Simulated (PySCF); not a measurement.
**A small calculation by hand: oscillator strength and radiative lifetime**

C2H8Ge, SMILES [CH2](C)[GeH3].

Geometry: B3LYP-D3(BJ)/def2-SVP.

TDDFT-PBE/def2-SVPD run with PySCF puts the first singlet state with f over 0.02 at 7.52 eV (vertical), with the transition dipole (-0.270, -0.752, 0.000) in atomic units.

### Question
Find the oscillator strength, the wavelength and the radiative lifetime that this transition would have in vacuum if emission retraced absorption.

### Answer

|μ|² = 0.6384 au, so |μ| = 2.03 D. ΔE = 7.52/27.211 = 0.2764 hartree. f = (2/3) ΔE |μ|² = 0.118 (the program prints 0.117).
λ = 1239.84/7.52 = 165 nm; ν = 60653 cm⁻¹.
Einstein's coefficient A = 0.6670 ν² f s⁻¹ (ν in cm⁻¹) = 2.9e8 s⁻¹, so τ = 1/A = 3.5 ns. This state is S2; the lower singlet has f = 0.003. The figure is the radiative limit of this one transition; relaxation, internal conversion, crossing to triplets and a medium change what is measured.
